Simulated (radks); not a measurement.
Effect of the nuclear size on neutral silver, [Kr] 4d10 5s1. Calculated with a radial shooting solver on a logarithmic mesh with Libxc functionals: Dirac Kohn-Sham, relativistic LDA (MacDonald-Vosko exchange, VWN5 correlation), spin-unpolarised, spherical densities, finite nucleus; Fermi nuclear charge, rms radius 4.5454 fm. The rms radius is varied about that value; shifts are against it.

rms radius (fm),total energy shift (eV),density at nucleus (e/bohr^3),1s1/2 shift (meV),2s1/2 shift (meV),3p1/2 shift (meV),4s1/2 shift (meV),4p1/2 shift (meV),5s1/2 shift (meV)
3.6545,-0.994,1.484e+05,-416,-46.5,0.527,-1.64,0.099,-0.089
4.2499,-0.350,1.454e+05,-147,-16.4,0.186,-0.580,0.035,-0.031
4.5454,0,1.441e+05,0.000,0.000,0.000,0.000,0.000,0.000
4.7409,0.243,1.433e+05,102,11.4,-0.129,0.402,-0.024,0.022
5.4408,1.18,1.406e+05,496,55.5,-0.628,1.96,-0.118,0.106

Slopes of the eigenvalues against <r^2> in GHz/fm^2, as finite differences over the two radii next to the reference (eigenvalue slopes, not the field-shift constants of lines): 1s1/2 13600, 2s1/2 1520, 3p1/2 -17.2, 4s1/2 53.8, 4p1/2 -3.25, 5s1/2 2.90.
